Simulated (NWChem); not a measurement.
System: ethylenediamine (C$_{2}$H$_{8}$N$_{2}$); SMILES NCCN

The following NWChem deck was run.

```
start job
memory heap 200 mb stack 900 mb global 1100 mb
geometry units angstroms
  N     -0.196185     1.849789    -0.042850
  C      0.494621     0.576900    -0.024201
  C     -0.494621    -0.576900    -0.024201
  N      0.196185    -1.849789    -0.042850
  H      0.464505     2.615744    -0.147591
  H     -0.675347     2.007684     0.842188
  H      1.192616     0.442368     0.834074
  H      1.114477     0.489118    -0.931144
  H     -1.114477    -0.489118    -0.931144
  H     -1.192616    -0.442368     0.834074
  H     -0.464505    -2.615744    -0.147591
  H      0.675347    -2.007684     0.842188
end
basis spherical
  * library 3-21g
end
dft
  xc hfexch
  iterations 150
end
driver
  maxiter 120
end
task dft optimize
task dft freq
```

Parts of the log:

```
             Northwest Computational Chemistry Package (NWChem) 7.3.0
             --------------------------------------------------------

 C2  symmetry detected

                             Geometry "geometry" -> ""
                             -------------------------

 Output coordinates in angstroms (scale by  1.889725989 to convert to a.u.)

  No.       Tag          Charge          X              Y              Z
 ---- ---------------- ---------- -------------- -------------- --------------
    1 N                    7.0000    -0.17263975     1.85213483    -0.05181300
    2 C                    6.0000     0.50191917     0.57056173    -0.03316400
    3 C                    6.0000    -0.50191917    -0.57056173    -0.03316400
    4 N                    7.0000     0.17263975    -1.85213483    -0.05181300
    5 H                    1.0000     0.49773978     2.60962386    -0.15655400
    6 H                    1.0000    -0.64975455     2.01611201     0.83322500
    7 H                    1.0000     1.19814645     0.42716209     0.82511100
    8 H                    1.0000     1.12060843     0.47490224    -0.94010700
    9 H                    1.0000    -1.12060843    -0.47490224    -0.94010700
   10 H                    1.0000    -1.19814645    -0.42716209     0.82511100
   11 H                    1.0000    -0.49773978    -2.60962386    -0.15655400
   12 H                    1.0000     0.64975455    -2.01611201     0.83322500

 Effective nuclear repulsion energy (a.u.)     132.2959476227

      Symmetry information
      --------------------

 Group name             C2
 Group number              4
 Group order               2
 No. of unique centers     6

                                Z-matrix (autoz)
                                --------

 Units are Angstrom for bonds and degrees for angles

      Type          Name      I     J     K     L     M      Value
      ----------- --------  ----- ----- ----- ----- ----- ----------
    1 Stretch                  1     2                       1.44838
    2 Stretch                  1     5                       1.01694
    3 Stretch                  1     6                       1.01873
    4 Stretch                  2     3                       1.51982
    5 Stretch                  2     7                       1.11442
    6 Stretch                  2     8                       1.10203
    7 Stretch                  3     4                       1.44838
    8 Stretch                  3     9                       1.10203
    9 Stretch                  3    10                       1.11442
   10 Stretch                  4    11                       1.01694
   11 Stretch                  4    12                       1.01873
   12 Bend                     1     2     3               110.90015
   13 Bend                     1     2     7               114.50278
   14 Bend                     1     2     8               109.12777
   15 Bend                     2     1     5               110.69505
   16 Bend                     2     1     6               110.44817
   17 Bend                     2     3     4               110.90015
   18 Bend                     2     3     9               107.79637
   19 Bend                     2     3    10               108.42290
   20 Bend                     3     2     7               108.42290
   21 Bend                     3     2     8               107.79637
   22 Bend                     3     4    11               110.69505
   23 Bend                     3     4    12               110.44817
   24 Bend                     4     3     9               109.12777
   25 Bend                     4     3    10               114.50278
   26 Bend                     5     1     6               106.15993
   27 Bend                     7     2     8               105.77800
   28 Bend                     9     3    10               105.77800
   29 Bend                    11     4    12               106.15993
   30 Torsion                  1     2     3     4         178.42058
   31 Torsion                  1     2     3     9          59.01696
   32 Torsion                  1     2     3    10         -55.05764
   33 Torsion                  2     3     4    11        -173.67698
   34 Torsion                  2     3     4    12          69.04057
   35 Torsion                  3     2     1     5        -173.67698
   36 Torsion                  3     2     1     6          69.04057
   37 Torsion                  4     3     2     7         -55.05764
   38 Torsion                  4     3     2     8          59.01696
   39 Torsion                  5     1     2     7          63.24259
   40 Torsion                  5     1     2     8         -55.07520
   41 Torsion                  6     1     2     7         -54.03987
   42 Torsion                  6     1     2     8        -172.35765
   43 Torsion                  7     2     3     9        -174.46125
   44 Torsion                  7     2     3    10          71.46415
   45 Torsion                  8     2     3     9         -60.38665
   46 Torsion                  8     2     3    10        -174.46125
   47 Torsion                  9     3     4    11         -55.07520
   48 Torsion                  9     3     4    12        -172.35765
   49 Torsion                 10     3     4    11          63.24259
   50 Torsion                 10     3     4    12         -54.03987

  xc_inp: hfexch multiplicative factor not found.

                           NWChem Geometry Optimization
                           ----------------------------

 maximum gradient threshold         (gmax) =   0.000450
 rms gradient threshold             (grms) =   0.000300
 maximum cartesian step threshold   (xmax) =   0.001800
 rms cartesian step threshold       (xrms) =   0.001200
 fixed trust radius                (trust) =   0.300000
 source of zmatrix                         =   autoz

          -------------------
          Energy Minimization
          -------------------

 Using diagonal initial Hessian
 Scaling for Hessian diagonals: bonds = 1.00  angles = 0.25  torsions = 0.10

          --------
          Step   0

                                 NWChem DFT Module
                                 -----------------

 Summary of "ao basis" -> "ao basis" (spherical)
 ------------------------------------------------------------------------------
       Tag                 Description            Shells   Functions and Types
 ---------------- ------------------------------  ------  ---------------------
 N                           3-21g                   5        9   3s2p
 C                           3-21g                   5        9   3s2p
 H                           3-21g                   2        2   2s

      Symmetry analysis of basis
      --------------------------

        a          26
        b          26

[...]

      ----------------------
      Optimization converged
      ----------------------

  Step       Energy      Delta E   Gmax     Grms     Xrms     Xmax
  ---- ---------------- -------- -------- -------- -------- --------
@   11    -188.21467354 -5.1D-07  0.00005  0.00001  0.00058  0.00127
                                     ok       ok       ok       ok

                                Z-matrix (autoz)
                                --------

 Units are Angstrom for bonds and degrees for angles

      Type          Name      I     J     K     L     M      Value     Gradient
      ----------- --------  ----- ----- ----- ----- ----- ---------- ----------
    1 Stretch                  1     2                       1.47108    0.00000
    2 Stretch                  1     5                       1.00306    0.00002
    3 Stretch                  1     6                       1.00429   -0.00005
    4 Stretch                  2     3                       1.52970    0.00002
    5 Stretch                  2     7                       1.09084    0.00000
    6 Stretch                  2     8                       1.08036   -0.00002
    7 Stretch                  3     4                       1.47108    0.00000
    8 Stretch                  3     9                       1.08036   -0.00002
    9 Stretch                  3    10                       1.09084    0.00000
   10 Stretch                  4    11                       1.00306    0.00002
   11 Stretch                  4    12                       1.00429   -0.00005
   12 Bend                     1     2     3               109.39667    0.00000
   13 Bend                     1     2     7               113.66864    0.00000
   14 Bend                     1     2     8               108.86532   -0.00000
   15 Bend                     2     1     5               114.20612   -0.00001
   16 Bend                     2     1     6               113.78293    0.00000
   17 Bend                     2     3     4               109.39667    0.00000
   18 Bend                     2     3     9               107.71406    0.00000
   19 Bend                     2     3    10               109.48709   -0.00000
   20 Bend                     3     2     7               109.48709   -0.00000
   21 Bend                     3     2     8               107.71406    0.00000
   22 Bend                     3     4    11               114.20612   -0.00001
   23 Bend                     3     4    12               113.78293    0.00000
   24 Bend                     4     3     9               108.86532   -0.00000
   25 Bend                     4     3    10               113.66864    0.00000
   26 Bend                     5     1     6               111.18217    0.00000
   27 Bend                     7     2     8               107.52783    0.00000
   28 Bend                     9     3    10               107.52783    0.00000
   29 Bend                    11     4    12               111.18217    0.00000
   30 Torsion                  1     2     3     4         179.36670   -0.00000
   31 Torsion                  1     2     3     9          61.18136    0.00000
   32 Torsion                  1     2     3    10         -55.45964    0.00000
   33 Torsion                  2     3     4    11        -159.56691   -0.00000
   34 Torsion                  2     3     4    12          71.30582   -0.00000
   35 Torsion                  3     2     1     5        -159.56691   -0.00000
   36 Torsion                  3     2     1     6          71.30582   -0.00000
   37 Torsion                  4     3     2     7         -55.45964    0.00000
   38 Torsion                  4     3     2     8          61.18136    0.00000
   39 Torsion                  5     1     2     7          77.71697   -0.00000
   40 Torsion                  5     1     2     8         -42.10254   -0.00000
   41 Torsion                  6     1     2     7         -51.41029   -0.00000
   42 Torsion                  6     1     2     8        -171.22980   -0.00000
   43 Torsion                  7     2     3     9        -173.64498    0.00001
   44 Torsion                  7     2     3    10          69.71403    0.00001
   45 Torsion                  8     2     3     9         -57.00398    0.00001
   46 Torsion                  8     2     3    10        -173.64498    0.00001
   47 Torsion                  9     3     4    11         -42.10254   -0.00000
   48 Torsion                  9     3     4    12        -171.22980   -0.00000
   49 Torsion                 10     3     4    11          77.71697   -0.00000
   50 Torsion                 10     3     4    12         -51.41029   -0.00000

                         Geometry "geometry" -> "geometry"
                         ---------------------------------

[...]

 Rotational Constants
 --------------------
 A=   0.911846 cm-1  (  1.311913 K)
 B=   0.126785 cm-1  (  0.182411 K)
 C=   0.118815 cm-1  (  0.170945 K)

 Temperature                      =   298.15K
 frequency scaling parameter      =   1.0000

 Zero-Point correction to Energy  =   73.621 kcal/mol  (  0.117322 au)
 Thermal correction to Energy     =   77.079 kcal/mol  (  0.122833 au)
 Thermal correction to Enthalpy   =   77.671 kcal/mol  (  0.123777 au)

 Total Entropy                    =   70.386 cal/mol-K
   - Translational                =   38.182 cal/mol-K (mol. weight =  60.0687)
   - Rotational                   =   22.890 cal/mol-K (symmetry #  =        2)
   - Vibrational                  =    9.315 cal/mol-K

 Cv (constant volume heat capacity) =   18.230 cal/mol-K
   - Translational                  =    2.979 cal/mol-K
   - Rotational                     =    2.979 cal/mol-K
   - Vibrational                    =   12.272 cal/mol-K

[normal modes left out]

 ----------------------------------------------------------------------------
 Normal Eigenvalue ||           Projected Infra Red Intensities
  Mode   [cm**-1]  || [atomic units] [(debye/angs)**2] [(KM/mol)] [arbitrary]
 ------ ---------- || -------------- ----------------- ---------- -----------
    1       -0.000 ||    0.000108           0.002         0.105       0.037
    2       -0.000 ||    0.000001           0.000         0.001       0.000
    3        0.000 ||    0.000048           0.001         0.046       0.016
    4        0.000 ||    0.000609           0.014         0.593       0.208
    5        0.000 ||    0.000859           0.020         0.837       0.294
    6        0.000 ||    0.006170           0.142         6.015       2.112
    7      158.948 ||    0.000785           0.018         0.765       0.269
    8      227.322 ||    0.058337           1.346        56.870      19.970
    9      242.463 ||    0.045812           1.057        44.660      15.682
   10      308.055 ||    0.025999           0.600        25.345       8.900
   11      501.150 ||    0.007325           0.169         7.141       2.508
   12      749.450 ||    0.148254           3.420       144.525      50.750
   13      752.162 ||    0.364791           8.416       355.617     124.874
   14      882.672 ||    0.001947           0.045         1.898       0.666
   15      997.894 ||    0.005154           0.119         5.025       1.764
   16     1079.550 ||    0.005966           0.138         5.816       2.042
   17     1117.535 ||    0.037002           0.854        36.071      12.666
   18     1139.789 ||    0.001503           0.035         1.465       0.514
   19     1256.257 ||    0.005319           0.123         5.185       1.821
   20     1356.095 ||    0.004515           0.104         4.402       1.546
   21     1461.136 ||    0.001268           0.029         1.236       0.434
   22     1463.485 ||    0.006310           0.146         6.151       2.160
   23     1515.206 ||    0.017178           0.396        16.746       5.880
   24     1552.777 ||    0.000041           0.001         0.040       0.014
   25     1676.411 ||    0.000009           0.000         0.009       0.003
   26     1688.356 ||    0.002927           0.068         2.853       1.002
   27     1844.230 ||    0.038797           0.895        37.821      13.281
   28     1848.181 ||    0.017557           0.405        17.115       6.010
   29     3121.069 ||    0.112009           2.584       109.192      38.343
   30     3131.200 ||    0.068366           1.577        66.646      23.403
   31     3267.635 ||    0.015053           0.347        14.674       5.153
   32     3283.515 ||    0.048569           1.121        47.347      16.626
   33     3675.835 ||    0.001188           0.027         1.158       0.407
   34     3676.421 ||    0.000018           0.000         0.018       0.006
   35     3773.944 ||    0.000818           0.019         0.798       0.280
   36     3774.305 ||    0.001046           0.024         1.020       0.358
 ----------------------------------------------------------------------------
```

Level: Hartree-Fock/3-21G.
